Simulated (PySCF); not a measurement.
# Correlation energy of C (carbon, neutral)

[He] 2s2 2p2, high-spin 3P determinant. Calculation: PySCF 2.14, in cc-pVDZ-DK (3s2p1d, 14 functions); scalar relativity by spin-free X2C-1e. Frozen: 1s2; 4 electrons correlated.

MP2 pair energies summed by pair of shells (mhartree):

```tsv
pair	energy	share (%)
2s-2p	-30.35	58.6
2s-2s	-15.90	30.7
2p-2p	-5.53	10.7
```

Total MP2 correlation energy: -51.78 mhartree.

Same-spin part -9.33 and opposite-spin part -42.44 mhartree; SCS-MP2 scales them by 1/3 and 6/5 to -54.04 mhartree.

```
  level  correlation energy (mhartree)
   CCSD                         -72.91
    (T)                          -0.93
CCSD(T)                         -73.84
```

Diagnostics: T1 = 0.0066, D1 = 0.0131, largest double amplitude 0.123.

Cost of the coupled-cluster step: 0.08 s of wall time on 1 thread of Neoverse-V2 (shared host), for 4 correlated electrons.
